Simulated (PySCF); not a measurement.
UHF on W⁻ (tungsten, charge -1), [Xe] 4f14 5d5 6s2, high-spin 6S determinant. All numbers are calculated (PySCF 2.14, a scalar-relativistic core potential, in aug-cc-pwCVTZ-PP with ECP60MDF).

```
cycle= 1 E= -66.7138704136265  delta_E= -1.44e-09  |g|= 1.02e-05  |ddm|= 0.000598
cycle= 2 E= -66.7138704139751  delta_E= -3.49e-10  |g|= 5.24e-06  |ddm|= 0.000163
converged SCF energy = -66.7138704139751  <S^2> = 9.2726115  2S+1 = 6.1717458
```

Highest occupied orbital energy: 0.229 eV; ⟨L²⟩ = 0.00; populations by l: s 4.00, p 6.00, d 5.00, f 0.00.

(1) Can this result be used?

Results:

(1) With care. Self-consistency was reached. Energies and moments cover only the electrons outside the core potential. Spin-orbit coupling, which splits the p, d and f shells strongly at this Z, is absent. ⟨S²⟩ = 9.27 against 8.75 shows spin contamination. At UHF the highest occupied level has a positive energy, so only the finite basis holds that electron.
